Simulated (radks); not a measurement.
Neutral lead inside a hard spherical wall (all orbitals vanish at R), configuration held at [Hg] 6p2 and not refilled when levels cross. Calculated with a radial shooting solver on a logarithmic mesh with Libxc functionals: scalar-relativistic Kohn-Sham, r2SCAN, spin-unpolarised, spherical densities, finite nucleus; meta-GGA in the generalised Kohn-Sham scheme; Fermi nuclear charge, rms radius 5.5012 fm. Eigenvalues in eV, with the zero of energy where the potential of the charges vanishes at infinity; a dash marks a level that is unbound or too diffuse for the functional's potential to be trusted. A positive occupied level is held by the wall or, in an anion where self-interaction has pushed it up, behind a barrier. The pressure on the wall is -dE/dV.

R (bohr) = free: E (hartree) -20878.4997; kinetic (hartree) 23582.917; e(5p) -88.098; e(5d) -21.854; e(6s) -12.420; e(6p) -3.530; e(7s, empty) -; e(6d, empty) -; pressure (GPa) 0
R (bohr) = 20: E (hartree) -20878.4997; kinetic (hartree) 23582.917; e(5p) -88.098; e(5d) -21.854; e(6s) -12.420; e(6p) -3.530; e(7s, empty) -0.175; e(6d, empty) -; pressure (GPa) < 0.0001
R (bohr) = 15: E (hartree) -20878.4997; kinetic (hartree) 23582.917; e(5p) -88.098; e(5d) -21.853; e(6s) -12.419; e(6p) -3.529; e(7s, empty) -0.056; e(6d, empty) 1.303; pressure (GPa) < 0.0001
R (bohr) = 12: E (hartree) -20878.4996; kinetic (hartree) 23582.918; e(5p) -88.085; e(5d) -21.840; e(6s) -12.408; e(6p) -3.519; e(7s, empty) 0.239; e(6d, empty) 1.839; pressure (GPa) 0.00180
R (bohr) = 10: E (hartree) -20878.4989; kinetic (hartree) 23582.924; e(5p) -88.026; e(5d) -21.781; e(6s) -12.359; e(6p) -3.470; e(7s, empty) 0.821; e(6d, empty) 2.535; pressure (GPa) 0.0198
R (bohr) = 8: E (hartree) -20878.4934; kinetic (hartree) 23582.960; e(5p) -87.753; e(5d) -21.512; e(6s) -12.140; e(6p) -3.226; e(7s, empty) 2.488; e(6d, empty) 3.981; pressure (GPa) 0.235
R (bohr) = 7: E (hartree) -20878.4822; kinetic (hartree) 23583.024; e(5p) -87.379; e(5d) -21.146; e(6s) -11.849; e(6p) -2.854; e(7s, empty) 4.445; e(6d, empty) 5.385; pressure (GPa) 0.873
R (bohr) = 6: E (hartree) -20878.4491; kinetic (hartree) 23583.199; e(5p) -86.618; e(5d) -20.408; e(6s) -11.258; e(6p) -2.003; e(7s, empty) 8.296; e(6d, empty) 7.857; pressure (GPa) 3.61
R (bohr) = 5: E (hartree) -20878.3413; kinetic (hartree) 23583.725; e(5p) -85.008; e(5d) -18.876; e(6s) -9.925; e(6p) 0.075; e(7s, empty) 16.536; e(6d, empty) 12.754; pressure (GPa) 17.8
R (bohr) = 3.5: E (hartree) -20877.3283; kinetic (hartree) 23588.184; e(5p) -77.436; e(5d) -11.878; e(6s) -1.700; e(6p) 12.524; e(7s, empty) 57.126; e(6d, empty) 35.841; pressure (GPa) 343
R (bohr) = 2.5: E (hartree) -20871.8768; kinetic (hartree) 23610.074; e(5p) -57.487; e(5d) 7.802; e(6s) 30.577; e(6p) 56.386; e(7s, empty) 169.59; e(6d, empty) 100.00; pressure (GPa) 4930
